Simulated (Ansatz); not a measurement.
Geometry optimisation, UHF/def2-SVP (Ansatz).

input.yaml

```yaml
crystal:
  periodic: [false, false, false]
  atoms:
    - { symbol: Al, position_ang: [-0.000419, 0.000194, -0.317458] }
    - { symbol: F, position_ang: [-0.000683, -0.000245, 1.348528] }
    - { symbol: Cl, position_ang: [1.822615, 9.0e-05, -1.304288] }
    - { symbol: Cl, position_ang: [-1.82328, 9.1e-05, -1.304625] }
    - { symbol: Si, position_ang: [0.001243, -0.00016, 4.160701] }
    - { symbol: H, position_ang: [-0.760549, -1.184942, 4.635176] }
    - { symbol: H, position_ang: [1.406573, -0.066421, 4.639593] }
    - { symbol: H, position_ang: [-0.6455, 1.251394, 4.634574] }
magnetization:
  spin_polarized: true
  initial_magnetization: 1
basis:
  gaussian: { orbitals: def2-SVP }
hamiltonian:
  xc: hf
relax:
  f_tol: 0.03
  max_steps: 50
output:
  orbitals: {}
```

Launched with:

```bash
$ ansatz run input.yaml --threads 2 --pin off --max-ram 3072MiB --backend cpu --events-out ev --progress --plain --runs-dir out
```

**Question.** Where does it end, and by what steps?

**Answer.** It converged. The force dipped under the threshold on the way, but the program's further checks kept it going. After 9 steps the energy has fallen by 0.239 eV; F2 moved furthest, 0.76 Å.

| step | energy less start (eV) | largest force component (eV/Å) | accepted |
| --- | --- | --- | --- |
| 0 | 0.0000 | 1.359 | yes |
| 1 | -0.1541 | 0.563 | yes |
| 2 | -0.2155 | 0.080 | yes |
| 3 | -0.2267 | 0.160 | yes |
| 4 | -0.2325 | 0.229 | yes |
| 5 | -0.2327 | 0.501 | yes |
| 6 | -0.2364 | 0.125 | yes |
| 7 | -0.2386 | 0.013 | yes |
| 8 | -0.2390 | 0.023 | yes |
| 9 | -0.2392 | 0.010 | yes |

```xyz
8
Properties=species:S:1:pos:R:3
Al -0.003 0.010 -1.047
F -0.007 0.054 0.589
Cl 1.811 -0.020 -2.048
Cl -1.814 -0.020 -2.055
Si 0.008 -0.007 4.917
H -0.760 -1.191 5.374
H 1.409 -0.072 5.397
H -0.644 1.246 5.365
```

Whether the end is a true minimum wasn't checked by a vibrational analysis.

Time of the run: 13 s on 2 threads of Intel(R) Xeon(R) 6975P-C (Granite Rapids), with other jobs on the host, peak memory 0.28 GiB.
